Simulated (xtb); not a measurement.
Sb(Me)2 (C₂H₆Sb), SMILES [CH3][Sb+][CH3] (connectivity only; charge and spin as stated), charge +1, multiplicity 1. All values are semi-empirical tight-binding results from xtb (GFN2-xTB unless named), good for trends rather than for accurate numbers. Geometry: GFN2-xTB. The spin state was assumed, not searched. The isomer is the one that the SMILES or the coordinates give; other isomers of the formula were not compared.

Optimised geometry:

```xyz
9

Sb     0.0000     0.0000     0.4082
C      1.5841    -0.0031    -1.0729
H      1.6461     0.9972    -1.4982
H      2.5362    -0.2582    -0.6147
H      1.3397    -0.7145    -1.8599
C     -1.5841     0.0031    -1.0729
H     -1.3397     0.7145    -1.8599
H     -1.6461    -0.9972    -1.4982
H     -2.5362     0.2582    -0.6147
```
Charge +1, spin multiplicity 1.

For metal compounds this method's bond lengths and energies can be far off.

* **point group as xtb finds it**: C2
* **orbital gap**: 2.05 eV
* **zero-point energy**: 43.3 kcal/mol
* **G − E(el) at 298.15 K (modified RRHO)**: 24.5 kcal/mol

Computed atomic charges and the Wiberg bond orders between heavy atoms:
charges (e) Sb1 0.58, C2 -0.19, H3 0.13, H4 0.13, H5 0.14, C6 -0.19, H7 0.14, H8 0.13, H9 0.13. Bond orders Sb1–C2 1.13, Sb1–C6 1.13.
